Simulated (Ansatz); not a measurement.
Input file for Br3HOTi (`[OH][Ti]([Br])([Br])[Br]`):

```yaml
crystal:
  periodic: [false, false, false]
  atoms:
    - {symbol: O, position_ang: [-0.645070, 0.430747, 1.163552]}
    - {symbol: Ti, position_ang: [0.229785, -0.170180, -0.216211]}
    - {symbol: Br, position_ang: [1.987518, -1.529167, 0.499374]}
    - {symbol: Br, position_ang: [-1.226345, -1.387477, -1.572847]}
    - {symbol: Br, position_ang: [1.056757, 1.634761, -1.441283]}
    - {symbol: H, position_ang: [-1.360547, 0.957315, 1.521214]}
basis:
  gaussian: {orbitals: def2-SVP}
correlation: {method: ccsd_t}
```

```sh
$ ansatz run in.yaml --threads 4 --pin off --events-out ev --progress --plain --max-ram 11315MiB
```

The program prints (abridged):

```
Functional definition: HF
1440 factors; integrals over basis functions are off by at most 7.9e-4 eV
mean field evaluation 1: about -235104.0769 eV, gradient 5.3e1 eV
mean field evaluation 2: about -235104.1050 eV, gradient 5.3e1 eV
mean field evaluation 4: about -235111.8461 eV, gradient 8.7e0 eV
mean field evaluation 8: about -235112.0136 eV, gradient 3.8e-1 eV
mean field evaluation 16: about -235111.8059 eV, gradient 8.6e0 eV
mean field -235112.01568845 eV, -8640.2072119026 hartree, gradient 6.7e-6 eV, S^2 0.000000; 0 other end points of the search recorded, 0 dependent functions left out
33 core orbitals not correlated: weight in the atoms' cores, before any rotation towards them, 1.000 or more for the frozen orbitals, at most 0.000 for the correlated occupied ones
reference -235112.01568845 eV, -8640.2072119026 hartree; 35, 35 occupied and 78, 78 virtual orbitals, 1440 factors
second order -33.02350090 eV of doubles, -0.00000000 eV of singles
cycle   1  -30.80867857 eV  change     2.2e0 eV  update   3.2e-1
cycle   2  -32.18473513 eV  change    -1.4e0 eV  update   2.8e-1
cycle   3  -32.43232909 eV  change   -2.5e-1 eV  update   5.4e-2
cycle   4  -32.42976822 eV  change    2.6e-3 eV  update   2.0e-2
cycle   5  -32.41090574 eV  change    1.9e-2 eV  update   8.0e-3
cycle   6  -32.40885403 eV  change    2.1e-3 eV  update   3.4e-3
cycle   7  -32.41054604 eV  change   -1.7e-3 eV  update   1.4e-3
cycle   8  -32.41032717 eV  change    2.2e-4 eV  update   8.4e-4
cycle   9  -32.41038501 eV  change   -5.8e-5 eV  update   2.6e-4
cycle  10  -32.41073090 eV  change   -3.5e-4 eV  update   1.4e-4
cycle  11  -32.41071570 eV  change    1.5e-5 eV  update   5.8e-5
cycle  12  -32.41061703 eV  change    9.9e-5 eV  update   3.7e-5
cycle  13  -32.41065167 eV  change   -3.5e-5 eV  update   2.1e-5
perturbative correction -1.46422078 eV, -0.0538091211 hartree
Total energy: -235145.89056091 eV, -8641.4520905040 hartree
```

It took 40 s on 4 threads of an Arm Neoverse V2 on a shared host, with 1.1 GiB of host memory at the peak.

The correlation energy is -33.875 eV, 4.3 % of it from (T); the T1 diagnostic reads 0.0177.
